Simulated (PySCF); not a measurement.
## Ionisation energy of O⁺ by level of theory

O⁺ [He] 2s2 2p3 (4S) → O²⁺ [He] 2s2 2p2 (3P), as a difference of total energies. Calculation: PySCF 2.14, in x2c-SVPall; the spin-free X2C one-electron Hamiltonian (Gaussian nucleus). Correlated levels: valence: 1s2 frozen. The calculations carry no spin-orbit coupling.

```
           method  ionisation energy (eV)
              UHF                  34.716
             PBE0                  35.474
           r2SCAN                  35.626
    MP2 (valence)                  35.100
SCS-MP2 (valence)                  34.902
   CCSD (valence)                  34.888
CCSD(T) (valence)                  34.887
```

Task: How much does correlation contribute at CCSD(T) (valence)?

Result: 34.887 − (34.716) = 0.171 eV, measured against UHF.

Errors of the correlated levels include the incompleteness of this basis and the frozen core.

For comparison: 35.121 eV (measured; NIST Atomic Spectra Database, ionization energies).
